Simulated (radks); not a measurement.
The numbers below are computed, except where a source is named.
Question: The mean radii <r> (bohr) of the occupied orbitals of an atom or ion are listed with their occupations. Level of theory: scalar-relativistic Kohn-Sham, LDA (Slater exchange, Perdew-Wang correlation), spin-polarised, spherical densities, finite nucleus; Fermi nuclear charge, rms radius of each element as measured or else 0.836 A^(1/3) + 0.57 fm (a radial shooting solver on a logarithmic mesh with Libxc functionals).

| orbital | occ. | <r> |
|---|---|---|
| 1s up | 1 | 0.01968 |
| 1s down | 1 | 0.01968 |
| 2s up | 1 | 0.08340 |
| 2s down | 1 | 0.08340 |
| 2p up | 3 | 0.07418 |
| 2p down | 3 | 0.07418 |
| 3s up | 1 | 0.2170 |
| 3s down | 1 | 0.2169 |
| 3p up | 3 | 0.2165 |
| 3p down | 3 | 0.2163 |
| 3d up | 5 | 0.1963 |
| 3d down | 5 | 0.1961 |
| 4s up | 1 | 0.4855 |
| 4s down | 1 | 0.4857 |
| 4p up | 3 | 0.5141 |
| 4p down | 3 | 0.5143 |
| 4d up | 5 | 0.5499 |
| 4d down | 5 | 0.5504 |
| 5s up | 1 | 1.095 |
| 5p up | 3 | 1.224 |
| 4f up | 7 | 0.6348 |
| 5p down | 3 | 1.235 |
| 4f down | 3 | 0.6397 |

Name the element and its charge. Open shells, if any, are filled with parallel spins first.

Answer: Z = 70, ytterbium, charge +7: Yb7+ in [Kr] 4d10 4f10 5s1 5p6. The 1s radius gives Z: for a bare nucleus <r> = (2 gamma + 1)/(2Z) with gamma = sqrt(1 - (Z/c)^2), 0.01942 bohr for Z = 70, and screening makes it slightly larger (0.01968 here). The occupations add up to 63, and the charge is Z minus that.
